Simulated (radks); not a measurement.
Results of a calculation; reference values are marked as such.
Question: Species: Te IX. Configuration: [Kr] 4d8. Level of theory: scalar-relativistic Kohn-Sham, r2SCAN, spin-polarised, spherical densities, finite nucleus; open shells are filled with parallel spins first (spin-orbit coupling, left out, can overturn this in heavy ions); meta-GGA in the generalised Kohn-Sham scheme; Fermi nuclear charge, rms radius 4.7423 fm (a radial shooting solver on a logarithmic mesh with Libxc functionals). Some entries of the table are withheld. Estimate them.

| orbital | occ. | eigenvalue (Ry) | <r^2> (bohr^2) |
|---|---|---|---|
| 1s down | 1 | -2338.238 | 0.001049 |
| 1s up | 1 | -2338.238 | 0.001049 |
| 2s up | 1 | -367.7958 | 0.01693 |
| 2s down | 1 | -367.7186 | 0.01693 |
| 2p up | 3 | -330.9088 | 0.01340 |
| 2p down | 3 | -330.8510 | 0.01340 |
| 3s up | 1 | -81.08130 | 0.1179 |
| 3s down | 1 | -81.06483 | 0.1179 |
| 3p up | 3 | -69.01402 | 0.1184 |
| 3p down | 3 | -68.98883 | 0.1183 |
| 3d up | 5 | -50.82483 | 0.1040 |
| 3d down | 5 | -50.76861 | 0.1039 |
| 4s up | 1 | -21.34846 | 0.6406 |
| 4s down | 1 | -21.12970 | 0.6409 |
| 4p up | 3 | -17.51232 | 0.7275 |
| 4p down | 3 | -17.29263 | 0.7288 |
| 4d up | 5 | -11.80332 | 0.9290 |
| 4d down | 3 | -11.58874 | 0.9357 |
| 5s up | 0 | (1) | (2) |
| 5s down | 0 | (3) | (4) |
| 5p up | 0 | -6.72707 | 3.520 |
| 5p down | 0 | -6.65212 | 3.586 |

Answer: 
(1) 5s up eigenvalue (Ry): -7.90549
(2) 5s up <r^2> (bohr^2): 2.913
(3) 5s down eigenvalue (Ry): -7.80663
(4) 5s down <r^2> (bohr^2): 2.965
